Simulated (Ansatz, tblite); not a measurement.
Cost and result up the ladder for Ga2P (3 atoms). Total charge 0; doublet. Geometry: B3LYP-D4/def2-TZVP.

```xyz
3

Ga   -0.078    1.680   -0.785
Ga   -0.380   -1.741   -0.093
P     0.458    0.061    0.878
```

Ansatz on 4 threads of Arm Neoverse V1 on a shared host; xTB runs through tblite on one thread. Times are rough, summed over both states, and most runs start from the orbitals of an earlier one. PBE0-D4/def2-TZVP serves as the yardstick here, not as an exact answer. The other state is a triplet.

The xTB rows come from tblite. The structure comes from a short search, and lower isomers may exist.

Raw xTB energies of ions are shifted by several eV, and xTB has no spin-polarisation term.

```
                          level  functions  wall time  vertical IE (eV)  difference from PBE0-D4/def2-TZVP (eV)
                       GFN1-xTB         27    0.006 s             11.30                                    3.82
                       GFN2-xTB         27    0.007 s             11.12                                    3.65
               PBE-D4/def2-TZVP        133      4.6 s              7.55                                    0.07
PBE0-D4/def2-TZVP (with forces)        133       12 s              7.47                                    0.00
            r2SCAN-D4/def2-TZVP        133       15 s              7.56                                    0.08
```
